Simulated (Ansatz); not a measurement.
`O=P(O)(O)CCCCc1ccc(-c2ccc(-c3cccs3)s2)s1` with charge +1, relaxed as a doublet with UKS r2SCAN-D4/def2-SVP in Ansatz, starting from the r2SCAN-D4/def2-SVP geometry of the neutral singlet. Force threshold 0.03 eV/Å.

Single mean-field runs in def2-SVP are fitted with def2-universal-jkfit.

Start:

```
atom    x (Å)    y (Å)    z (Å)
  O1  -5.2106  -2.1962  -4.6380
  P2  -4.4678  -1.0041  -4.1454
  O3  -4.0604   0.0637  -5.3096
  O4  -5.3264  -0.1236  -3.0684
  C5  -2.8853  -1.2622  -3.3227
  C6  -1.9620  -0.0481  -3.1748
  C7  -2.5196   1.0824  -2.3139
  C8  -1.5104   2.2234  -2.1123
  C9  -0.2351   1.8071  -1.4493
 C10   1.0533   1.8476  -1.9416
 C11   2.0276   1.3470  -1.0403
 C12   1.4869   0.9034   0.1572
 C13   2.1748   0.3270   1.2870
 C14   3.4482  -0.2286   1.3249
 C15   3.8187  -0.6999   2.6028
 C16   2.8363  -0.5159   3.5682
 C17   2.8811  -0.8758   4.9659
 C18   3.9971  -1.1685   5.7390
 C19   3.6753  -1.4980   7.0811
 C20   2.3221  -1.4493   7.3339
 S21   1.4294  -1.0165   5.9246
 S22   1.4470   0.2764   2.8717
 S23  -0.2471   1.1164   0.1489
 H24  -4.6453  -0.0473  -6.0749
 H25  -6.2396  -0.4504  -3.0584
 H26  -3.1229  -1.7093  -2.3409
 H27  -2.3914  -2.0520  -3.9150
 H28  -1.7177   0.3413  -4.1790
 H29  -1.0119  -0.4007  -2.7364
 H30  -2.8254   0.6831  -1.3284
 H31  -3.4343   1.4963  -2.7686
 H32  -1.9946   3.0286  -1.5305
 H33  -1.2469   2.6624  -3.0903
 H34   1.2855   2.2437  -2.9334
 H35   3.1000   1.3288  -1.2443
 H36   4.0757  -0.3188   0.4357
 H37   4.7665  -1.1978   2.8178
 H38   5.0148  -1.1209   5.3454
 H39   4.4164  -1.7512   7.8422
 H40   1.7979  -1.6435   8.2701
```

**Question.** Estimate the energy that the relaxation releases and the steps that it takes.

**Answer.** 17.6 kJ/mol, in 10 steps; 86 s on 2 threads of AMD EPYC 7R13 on a shared host and a share (18 GiB) of an NVIDIA H100 80GB HBM3. The force fell under the threshold at step 9, but the optimiser went on. No frequencies were taken in this run, so the end may be a saddle point.

**Question.** Does the start keep its bonding and symmetry?

**Answer.** By distances, no bond broke or formed. The bond that changes most is C12–C13, from 1.44 to 1.41 Å (atoms count from 1).

**Question.** Predict the relaxed structure.

**Answer.** 
Cartesian coordinates in Å:
```
O -5.297 -2.108 -4.651
P -4.513 -0.962 -4.127
O -4.030 0.122 -5.244
O -5.318 -0.072 -3.018
C -2.949 -1.311 -3.291
C -1.968 -0.145 -3.141
C -2.496 1.031 -2.322
C -1.458 2.160 -2.177
C -0.211 1.745 -1.480
C 1.092 1.693 -1.988
C 2.032 1.222 -1.070
C 1.466 0.899 0.180
C 2.141 0.410 1.321
C 3.523 0.122 1.440
C 3.883 -0.344 2.693
C 2.794 -0.433 3.593
C 2.833 -0.865 4.943
C 3.958 -1.312 5.661
C 3.656 -1.667 6.983
C 2.311 -1.495 7.285
S 1.407 -0.901 5.957
S 1.314 0.078 2.823
S -0.259 1.193 0.163
H -4.611 0.095 -6.020
H -6.260 -0.305 -3.036
H -3.215 -1.746 -2.313
H -2.489 -2.121 -3.881
H -1.684 0.213 -4.145
H -1.045 -0.536 -2.674
H -2.817 0.689 -1.321
H -3.394 1.458 -2.796
H -1.918 3.002 -1.629
H -1.177 2.544 -3.172
H 1.327 1.998 -3.010
H 3.096 1.115 -1.287
H 4.226 0.258 0.616
H 4.901 -0.616 2.972
H 4.957 -1.375 5.225
H 4.385 -2.038 7.705
H 1.809 -1.691 8.234
```
Bond lengths: 15 × C–C 1.38 to 1.54 Å; 6 × C–S 1.71 to 1.75 Å; 3 × O–P 1.48 to 1.63 Å; 1 × C–P 1.81 Å; 15 × C–H 1.09 to 1.11 Å; 2 × H–O 0.97 Å.
